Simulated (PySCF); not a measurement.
B(Me)(OH)(SeH) (CH₅BOSe), SMILES CB(O)[SeH]. Geometry: B3LYP-D3(BJ)/def2-SVP. This is a generated structure with no PubChem entry under its InChIKey; it may be hypothetical. The values are those of a single conformer.

Computed equilibrium geometry at B3LYP-D3(BJ)/def2-SVP (PySCF confirms it by a frequency run) as a Z-matrix, and its point group (one conformer of several):
point group Cs.
```
B
O 1 1.3588
H 2 0.9664 1 113.32
C 1 1.5778 2 123.34 3 0.00
H 4 1.0996 1 113.96 2 180.00
H 4 1.1051 5 107.66 1 122.65
H 4 1.1051 5 107.66 6 114.71
Se 1 1.9635 2 117.54 3 180.00
H 8 1.4753 1 95.46 2 0.00
```
Charge 0, spin multiplicity 1.
